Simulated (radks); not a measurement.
Problem. Species: La23+. Configuration: [Ar] 3d10 4s2 4p4. Method: non-relativistic Kohn-Sham, LDA (Slater exchange, Perdew-Wang correlation), spin-unpolarised, spherical densities, point nucleus; relativity is left out, which matters for an element this heavy; computed with a radial shooting solver on a logarithmic mesh with Libxc functionals. Some entries of the table are withheld. Estimate them.

orbital  occ.  eigenvalue (eV)  <r> (bohr)  <1/r> (bohr^-1)
1s          2        -37572.80     0.02667            56.42
2s          2        -6385.415      0.1142            13.03
2p          6        -6075.109     0.09701            13.05
3s          2        -1858.492         (1)            4.869
3p          6        -1725.474         (2)            4.808
3d         10        -1479.676         (3)              (4)
4s          2        -802.8543      0.6190            2.283
4p          4        -749.8558      0.6238            2.225

Solution. 
(1) 3s <r> (bohr): 0.2968
(2) 3p <r> (bohr): 0.2862
(3) 3d <r> (bohr): 0.2557
(4) 3d <1/r> (bohr^-1): 4.697
